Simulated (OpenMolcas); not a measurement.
**V3+ in Cs2NaYF6: curves along the breathing mode**

V3+ with its 6 nearest fluoride ions, on the Y site of Cs2NaYF6 (a = 9.075 Å, distance in the model lattice 2.178 Å). The rest of the host is ab initio model potentials to 7.6 Å, with orthogonalisation functions on the cations behind the ligands, and point charges beyond; the distance is set by hand and nothing relaxes. Ligand basis ANO-RCC-VDZP.

```
Program             : OpenMolcas 26.06
Method              : CASSCF
Basis               : ANO-RCC-VDZP [5s4p2d1f]
Scalar Hamiltonian  : DKH2, point nucleus
Active space        : 2 electrons in 5 orbitals (3d)
State averaging     : 2S+1 = 3 even, 10 roots; 2S+1 = 1 even, 15 roots
Spin-orbit coupling : RASSI with atomic mean-field integrals over the reference wave functions
```

Spin-free energies (labels of O, the rotations of Oh) in cm-1 above the lowest fitted minimum, as all ligands move together:

| R (Å) | 3T1 | 3T2 | 1T2 | 1E | 3A2 | 3T1(2) | 1T2(2) |
| --- | --- | --- | --- | --- | --- | --- | --- |
| 1.896 | 1310 | 17310 | 15190 | 15470 | 35050 | 30570 | 33190 |
| 1.94 | 0 | 14200 | 13960 | 14290 | 30060 | 27600 | 30230 |
| 1.985 | 620 | 13240 | 14660 | 15040 | 27410 | 26780 | 29420 |
| 2.03 | 2870 | 14120 | 16980 | 17410 | 26840 | 27790 | 30450 |
| 2.074 | 6370 | 16460 | 20530 | 21010 | 27940 | 30240 | 32940 |
| 2.119 | 11040 | 20110 | 25240 | 25770 | 30480 | 34010 | 36740 |
| 2.164 | 16650 | 24830 | 30870 | 31460 | 34240 | 38830 | 41600 |

Cubic fits give the following; the wavenumber is harmonic, with the mass of all moving ligands, small differences in it between states hang on the degree of the fit, a number in brackets counts states of one label, and the table is a selection of at most 14 states with clean curves.

```tsv
State	R0 (Å)	Breathing mode (cm-1)	Minimum (cm-1)
3T1	1.948	522	0
3T2	1.985	521	13230
1T2	1.946	522	13980
1E	1.945	523	14310
3A2	2.022	516	26780
3T1(2)	1.982	523	26770
1T2(2)	1.982	524	29410
1A1	1.956	511	28550
1T1	1.984	521	32560
1E(2)	2.021	517	42970
1A1(2)	2.007	530	64700
```

The minimum of 3T2 is shifted by +0.0378 Å against 3T1 (from the unrounded fits). With M = 114.0 u for the moving shell, the Huang-Rhys factor in this mode is S = M ω ΔR² / 2ħ = 0.01483 × 114.0 × 522 × 0.0378² = 1.26. Only the first shell moves, against a rigid host.

An orbital triplet at a regular site is open to Jahn-Teller coupling, which can distort the site and quench the lowest spin-orbit gaps and is left out. Without dynamic correlation the repulsion within the d shell is too large (B by tens of per cent), so at a given field states of lower spin stand too high. Ligand-to-metal charge-transfer states are missing. With no ligand orbital active B as a rule stays too high, so bands that hang on it stand too high and its fall with covalency is understated. With metal d orbitals alone and no dynamic correlation 10Dq can be off by a tenth to a fifth, either way, in oxide and fluoride hosts. No measured value stands beside these numbers.
